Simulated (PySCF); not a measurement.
B3LYP has the VWN-RPA correlation part, as in Gaussian. Delta-SCF ions had no search for a lower state. Excitations are Tamm–Dancoff values on a coarser integration grid. The basis has no diffuse functions, so Rydberg states are missing or too high.

Cartesian coordinates (Å):
SMILES: OC1(O)C=C1
```xyz
9

O     -1.2268    -0.3075    -0.8775
C     -0.1996    -0.0583     0.0496
O     -0.6273    -0.3427     1.3585
C      0.7727     0.9924    -0.2520
C      1.2161    -0.2333    -0.2750
H     -1.5423    -1.2083    -0.7279
H     -1.4512     0.1395     1.5070
H      0.9740     2.0435    -0.3723
H      2.0426    -0.9075    -0.4241
```
Charge 0, spin multiplicity 1.

**Question.** What S1–T1 gap (TDA), HOMO–LUMO gap, vertical ionisation energy (Delta-SCF), HOMO and total energy does PySCF with B3LYP-D3(BJ)/def2-TZVP give?

**Answer.** 
```yaml
S1–T1 gap (TDA): 0.87 eV
HOMO–LUMO gap: 6.78 eV
vertical ionisation energy (Delta-SCF): 9.64 eV
HOMO: -7.11 eV
total_energy: -267.1934 Ha
```
